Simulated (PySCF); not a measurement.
Isomers of C3H12O2Si2, one GFN2-xTB conformer each. Single-point energies are computed at PBE0/pcSseg-1 (PySCF, gas phase, no added dispersion term), electronic only.

Problem. Rank them by PBE0/pcSseg-1 energy, lowest first (kJ/mol).
A. `[CH3:1][CH2:2][O:3][Si@@H:4]([SiH3:5])[O:6][CH3:7]` with C1–C2–O3–Si4 174°, C2–O3–Si4–Si5 60°, O3–Si4–O6–C7 -65°
B. `[CH3:1][O:2][SiH2:3][O:4][CH2:5][CH2:6][SiH3:7]` with C1–O2–Si3–O4 60°, O2–Si3–O4–C5 -179°, Si3–O4–C5–C6 -54°, O4–C5–C6–Si7 -178°

Solution. A (0.0), B (10.7).

As drawn, the lower has an Si–Si bond, which the higher lacks; the higher has an Si–C bond, which the lower lacks. GFN2-xTB itself gives, in the same order: 32.6, 0.0. GFN2-xTB puts CO[SiH2]OCC[SiH3] lowest instead.

Problem. Which frontier levels, dipoles and rotational constants go with these structures?

Solution. 
```
              SMILES  HOMO (eV, PBE0/pcSseg-1)  LUMO (eV)  dipole (D)       A, B, C (MHz)
CCO[Si@@H]([SiH3])OC                     -7.57      -0.13        1.35   1947, 1138, 820.1
   CO[SiH2]OCC[SiH3]                     -8.00       0.61        1.27  7481, 558.7, 537.8
```
